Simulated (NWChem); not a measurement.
Program: NWChem. System: H₃FPbSi, charge 0, spin multiplicity 1, at a geometry optimised with PBE0/def2-SVP with def2 effective core potentials on Pb. The structure started from a generated list of species. Level: PBE0/def2-TZVP with def2 effective core potentials on Pb.

The NWChem input:

```
start mol
memory heap 200 mb stack 900 mb global 1100 mb
geometry units angstroms nocenter noautoz
  Pb    -0.250492    -0.412892     0.000000
  F     -1.516114     1.220762     0.000000
  Si     1.937158     1.281970     0.000000
  H      1.898731     2.168965     1.209208
  H      1.898731     2.168965    -1.209208
  H      3.267705     0.584782     0.000000
  symmetry group Cs
end
basis spherical
  * library def2-tzvp
end
ecp
  Pb library def2-ecp
end
dft
  xc pbe0
  semidirect memsize 60000000 filesize 0
  iterations 100
end
task dft energy
```

Output (cleaned and shortened):

```
             Northwest Computational Chemistry Package (NWChem) 7.3.0
             --------------------------------------------------------

                                NWChem Input Module
                                -------------------

 Scaling coordinates for geometry "geometry" by  1.889725989
 (inverse scale =  0.529177249)

 Turning off AUTOSYM since
 SYMMETRY directive was detected!

                             Geometry "geometry" -> ""
                             -------------------------

 Output coordinates in angstroms (scale by  1.889725989 to convert to a.u.)

  No.       Tag          Charge          X              Y              Z
 ---- ---------------- ---------- -------------- -------------- --------------
    1 Pb                  82.0000    -0.25049200    -0.41289200     0.00000000
    2 F                    9.0000    -1.51611400     1.22076200     0.00000000
    3 Si                  14.0000     1.93715800     1.28197000     0.00000000
    4 H                    1.0000     1.89873100     2.16896500     1.20920800
    5 H                    1.0000     1.89873100     2.16896500    -1.20920800
    6 H                    1.0000     3.26770500     0.58478200     0.00000000

 Effective nuclear repulsion energy (a.u.)     482.9729807498

            Nuclear Dipole moment (a.u.)
            ----------------------------
        X                 Y               Z
 ---------------- ---------------- ----------------
     0.0000170075     0.0000113384     0.0000000000

      Symmetry information
      --------------------

 Group name             Cs
 Group number              2
 Group order               2
 No. of unique centers     5

      Symmetry unique atoms

     1    2    3    4    6


 Summary of "ao basis" -> "" (spherical)
 ------------------------------------------------------------------------------
       Tag                 Description            Shells   Functions and Types
 ---------------- ------------------------------  ------  ---------------------
 *                         def2-tzvp                  on all atoms

                                 NWChem DFT Module
                                 -----------------

 Summary of "ao basis" -> "ao basis" (spherical)
 ------------------------------------------------------------------------------
       Tag                 Description            Shells   Functions and Types
 ---------------- ------------------------------  ------  ---------------------
 Pb                        def2-tzvp                16       50   6s5p3d2f
 F                         def2-tzvp                11       31   5s3p2d1f
 Si                        def2-tzvp                13       37   5s5p2d1f
 H                         def2-tzvp                 4        6   3s1p

 Summary of "ao basis" -> "ao basis" (spherical)
 ------------------------------------------------------------------------------
       Tag                 Description            Shells   Functions and Types
 ---------------- ------------------------------  ------  ---------------------
 Pb                        def2-tzvp                16       50   6s5p3d2f
 F                         def2-tzvp                11       31   5s3p2d1f
 Si                        def2-tzvp                13       37   5s5p2d1f
 H                         def2-tzvp                 4        6   3s1p

      Symmetry analysis of basis
      --------------------------

        a'         90
        a"         46

            General Information
            -------------------
          SCF calculation type: DFT
          Wavefunction type:  closed shell.
          No. of atoms     :     6
          No. of electrons :    48
           Alpha electrons :    24
            Beta electrons :    24
          Charge           :     0
          Spin multiplicity:     1
          Use of symmetry is: on ; symmetry adaption is: on
          Maximum number of iterations: 100
          AO basis - number of functions:   136
                     number of shells:    52
          Convergence on energy requested:  1.00D-06
          Convergence on density requested:  1.00D-05
          Convergence on gradient requested:  5.00D-04

              XC Information
              --------------
                         PBE0 Method XC Functional
                     Hartree-Fock (Exact) Exchange  0.250
          PerdewBurkeErnzerhof Exchange Functional  0.750
            Perdew 1991 LDA Correlation Functional  1.000 local
           PerdewBurkeErnz. Correlation Functional  1.000 non-local

             Grid Information
             ----------------
          Grid used for XC integration:  medium
          Radial quadrature: Mura-Knowles
          Angular quadrature: Lebedev.
          Tag              B.-S. Rad. Rad. Pts. Rad. Cut. Ang. Pts.
          ---              ---------- --------- --------- ---------
          Pb                  1.80      123          11.0       590
          F                   0.50       49          12.0       434
          Si                  1.10       88          12.0       590
          H                   0.35       45          12.0       434
          Grid pruning is: on
          Number of quadrature shells:   350
          Spatial weights used:  Erf1

          Convergence Information
          -----------------------
          Convergence aids based upon iterative change in
          total energy or number of iterations.
          Levelshifting, if invoked, occurs when the
          HOMO/LUMO gap drops below (HL_TOL):  1.00D-02
          DIIS, if invoked, will attempt to extrapolate
          using up to (NFOCK): 10 stored Fock matrices.

                    Damping( 0%)  Levelshifting(0.5)       DIIS
                  --------------- ------------------- ---------------
          dE  on:    start            ASAP                start
          dE off:    2 iters        100 iters           100 iters

      Screening Tolerance Information
      -------------------------------
          Density screening/tol_rho:  1.00D-10
          AO Gaussian exp screening on grid/accAOfunc:  14
          CD Gaussian exp screening on grid/accCDfunc:  20
          XC Gaussian exp screening on grid/accXCfunc:  20
          Schwarz screening/accCoul:  1.00D-08

      Superposition of Atomic Density Guess
      -------------------------------------

 Sum of atomic energies:        -609.11353933

      Non-variational initial energy
      ------------------------------

 Total energy =    -581.634449
 1-e energy   =   -1191.380159
 2-e energy   =     452.142304
 HOMO         =      -0.210066
 LUMO         =      -0.068649

      Symmetry analysis of molecular orbitals - initial
      -------------------------------------------------

  Numbering of irreducible representations:

     1 a'          2 a"

  Orbital symmetries:

     1 a'          2 a'          3 a'          4 a'          5 a"
     6 a'          7 a'          8 a'          9 a'         10 a"
    11 a'         12 a'         13 a'         14 a'         15 a"
    16 a"         17 a'         18 a'         19 a'         20 a"
    21 a'         22 a"         23 a'         24 a'         25 a"
    26 a'         27 a'         28 a"         29 a'         30 a'
    31 a"         32 a'         33 a'         34 a'

------------------------------------------------------------
EAF file 0: "./mol.aoints.0" size=524288 bytes
------------------------------------------------------------
               write      read    awrite     aread      wait
               -----      ----    ------     -----      ----
     calls:        1         0         0         0         0
   data(b): 5.24e+05  0.00e+00  0.00e+00  0.00e+00
   time(s): 0.00e+00  0.00e+00  0.00e+00  0.00e+00  0.00e+00
rate(mb/s): 0.00e+00  0.00e+00
------------------------------------------------------------

   convergence    iter        energy       DeltaE   RMS-Dens  Diis-err    time
 ---------------- ----- ----------------- --------- --------- ---------  ------
 d= 0,ls=0.0,diis     1   -583.7562500300 -7.41D+02  1.73D-02  1.02D+00     9.3
 d= 0,ls=0.0,diis     2   -582.6379137614  1.12D+00  9.87D-03  1.26D+01    10.2
 d= 0,ls=0.0,diis     3   -583.8643702497 -1.23D+00  1.24D-03  8.07D-03    11.1
 d= 0,ls=0.0,diis     4   -583.8647358245 -3.66D-04  6.18D-04  8.22D-03    12.1
 d= 0,ls=0.0,diis     5   -583.8656649291 -9.29D-04  6.97D-05  1.54D-04    13.0
  Resetting Diis
 d= 0,ls=0.0,diis     6   -583.8656788659 -1.39D-05  3.01D-05  3.17D-05    13.9
 d= 0,ls=0.0,diis     7   -583.8656818918 -3.03D-06  1.33D-05  2.03D-06    14.9
 d= 0,ls=0.0,diis     8   -583.8656817586  1.33D-07  7.32D-06  3.78D-06    16.0

         Total DFT energy =     -583.865681758582
      One electron energy =    -1193.988890567926
           Coulomb energy =      500.850817353352
    Exchange-Corr. energy =      -48.331013979649
 Nuclear repulsion energy =      157.603405435642

 Numeric. integr. density =       47.999989746388

     Total iterative time =     13.4s

                  Occupations of the irreducible representations
                  ----------------------------------------------

                     irrep           alpha         beta
                     --------     --------     --------
                     a'               18.0         18.0
                     a"                6.0          6.0

                       DFT Final Molecular Orbital Analysis
                       ------------------------------------

 Vector   22  Occ=2.000000D+00  E=-3.495528D-01  Symmetry=a"
              MO Center=  1.7D+00,  1.8D+00,  4.4D-11, r^2= 2.7D+00
   Bfn.  Coefficient  Atom+Function         Bfn.  Coefficient  Atom+Function
  ----- ------------  ---------------      ----- ------------  ---------------
    98      0.303830  3 Si pz               120      0.223666  4 H  s
   126     -0.223666  5 H  s                119      0.135010  4 H  s
   125     -0.135010  5 H  s                121      0.129960  4 H  s
   127     -0.129960  5 H  s                 89     -0.123724  3 Si pz
    95      0.115459  3 Si pz               101      0.114772  3 Si pz

 Vector   23  Occ=2.000000D+00  E=-3.467349D-01  Symmetry=a'
              MO Center=  1.9D+00,  1.1D+00, -3.8D-11, r^2= 4.2D+00
   Bfn.  Coefficient  Atom+Function         Bfn.  Coefficient  Atom+Function
  ----- ------------  ---------------      ----- ------------  ---------------
   132      0.241504  6 H  s                 97     -0.202458  3 Si py
    96      0.197031  3 Si px                56      0.187313  2 F  px
   133      0.163795  6 H  s                 59      0.153228  2 F  px
   131      0.149994  6 H  s                120     -0.115517  4 H  s
   126     -0.115517  5 H  s                 62      0.112974  2 F  px

 Vector   24  Occ=2.000000D+00  E=-2.371649D-01  Symmetry=a'
              MO Center=  6.5D-01,  2.9D-01,  3.5D-15, r^2= 4.4D+00
   Bfn.  Coefficient  Atom+Function         Bfn.  Coefficient  Atom+Function
  ----- ------------  ---------------      ----- ------------  ---------------
    96      0.260569  3 Si px                 6      0.239865  1 Pb s
    17     -0.230287  1 Pb py                16     -0.218620  1 Pb px
    97      0.218681  3 Si py                11      0.214720  1 Pb py
    86     -0.204614  3 Si s                  5      0.197226  1 Pb s
    10      0.197680  1 Pb px                14     -0.169994  1 Pb py

 Vector   25  Occ=0.000000D+00  E=-1.125547D-01  Symmetry=a"
              MO Center= -1.0D-01, -3.6D-01, -1.2D-14, r^2= 3.9D+00
   Bfn.  Coefficient  Atom+Function         Bfn.  Coefficient  Atom+Function
  ----- ------------  ---------------      ----- ------------  ---------------
    18      0.519924  1 Pb pz                12     -0.397887  1 Pb pz
    15      0.314557  1 Pb pz                21      0.311307  1 Pb pz
    58     -0.115598  2 F  pz               121     -0.106203  4 H  s
   127      0.106203  5 H  s                 64     -0.101856  2 F  pz
    61     -0.088216  2 F  pz                 9      0.082791  1 Pb pz

 Vector   26  Occ=0.000000D+00  E=-3.964943D-02  Symmetry=a'
              MO Center=  2.0D-02, -3.8D-01, -3.2D-14, r^2= 5.5D+00
   Bfn.  Coefficient  Atom+Function         Bfn.  Coefficient  Atom+Function
  ----- ------------  ---------------      ----- ------------  ---------------
    19      0.458711  1 Pb px                20     -0.368261  1 Pb py
    10     -0.225157  1 Pb px                 5     -0.223465  1 Pb s
    16      0.218024  1 Pb px                13      0.193971  1 Pb px
    11      0.188655  1 Pb py                17     -0.175078  1 Pb py
    14     -0.161375  1 Pb py                32     -0.146114  1 Pb d -2

 Vector   27  Occ=0.000000D+00  E=-7.197456D-03  Symmetry=a'
              MO Center=  2.8D-01, -2.4D-01, -9.4D-14, r^2= 9.1D+00
   Bfn.  Coefficient  Atom+Function         Bfn.  Coefficient  Atom+Function
  ----- ------------  ---------------      ----- ------------  ---------------
    86      0.974118  3 Si s                 20     -0.718098  1 Pb py
    99     -0.674834  3 Si px                 6     -0.601667  1 Pb s
    19     -0.555673  1 Pb px               100     -0.464220  3 Si py
    16     -0.400033  1 Pb px                 5     -0.267657  1 Pb s
    17     -0.258662  1 Pb py                 3      0.224140  1 Pb s

 center of mass
 --------------
 x =  -0.14345727 y =  -0.16007456 z =   0.00000000

 moments of inertia (a.u.)
 ------------------
         430.921137537613        -229.951371613641           0.000000000000
        -229.951371613641         647.055342241820           0.000000000000
           0.000000000000           0.000000000000        1056.926832951346

     Multipole analysis of the density
     ---------------------------------

     L   x y z        total         alpha         beta         nuclear
     -   - - -        -----         -----         ----         -------
     0   0 0 0     -0.000000    -24.000000    -24.000000     48.000000

     1   1 0 0      0.369659    -14.016016    -14.016016     28.401692
     1   0 1 0     -1.467108    -24.141142    -24.141142     46.815176
     1   0 0 1     -0.000000     -0.000000     -0.000000      0.000000

     2   2 0 0    -41.260088   -185.777882   -185.777882    330.295676
     2   1 1 0      1.054402    -53.990098    -53.990098    109.034597
     2   1 0 1      0.000000      0.000000      0.000000      0.000000
     2   0 2 0    -38.624720   -108.449592   -108.449592    178.274465
     2   0 1 1     -0.000000     -0.000000     -0.000000      0.000000
     2   0 0 2    -32.684453    -21.563779    -21.563779     10.443106

 Task  times  cpu:       16.1s     wall:       16.1s

 Total times  cpu:       16.1s     wall:       16.1s
```
